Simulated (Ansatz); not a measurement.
Ideal-gas functions of FH$_{4}$OPSi (`F[SiH2]OP`) at 500 K and 1 bar, from an Ansatz frequency run at PBE0-D4/def2-TZVP.

Molar mass 98.09 g/mol, point group C1 (symmetry number 1), electronic degeneracy 1, moments of inertia 40.372, 224.737, 246.883 u Å². Harmonic wavenumbers (cm⁻¹, unscaled): 57, 89, 151, 320, 625, 705, 751, 877, 911, 932, 951, 968, 1093, 1130, 2261, 2290, 2372, 2382.

Use S(trans) = R[1.5 ln M + 2.5 ln T − 1.1517]; rotational temperatures θ = 24.2544 K / I; S(rot) = R[ln(√π/σ · √(T³/θAθBθC)) + 1.5]; for each mode x = 1.438777 ν̃/T, S = R[x/(eˣ − 1) − ln(1 − e⁻ˣ)] and H = RT x/(eˣ − 1); 1 cm⁻¹ = 0.0119627 kJ/mol; R = 8.31446 J/(mol·K).

By hand: the entropy, in J/(mol·K).

Translation 176.8. Rotation: θ = 0.6008, 0.1079, 0.0982 K, giving 115.8. Vibration, mode by mode: 23.35, 19.66, 15.31, 9.29, 4.47, 3.73, 3.36, 2.52, 2.34, 2.23, 2.13, 2.05, 1.54, 1.42, 0.09, 0.09, 0.07, 0.07, in all 93.7. Electronic 0.0. Sum 386.3 J/(mol·K).

By hand: H − E and G − E in kJ/mol, counted from the electronic energy.

Zero-point energy ½ × 18865 × 0.0119627 = 112.8; thermal vibration 22.7; translation, rotation and pV give 4 RT = 16.6. H − E = 152.1 kJ/mol, and G − E = 152.1 − 500 × 386.3/1000 = -41.1 kJ/mol.

Vibration gives 24 % of the entropy, 43.0 J/(mol·K) of it from the modes under 150 cm⁻¹: soft modes count most, and the harmonic formula is weakest for them. The sum counts one conformer and one mirror image; others add a mixing term.
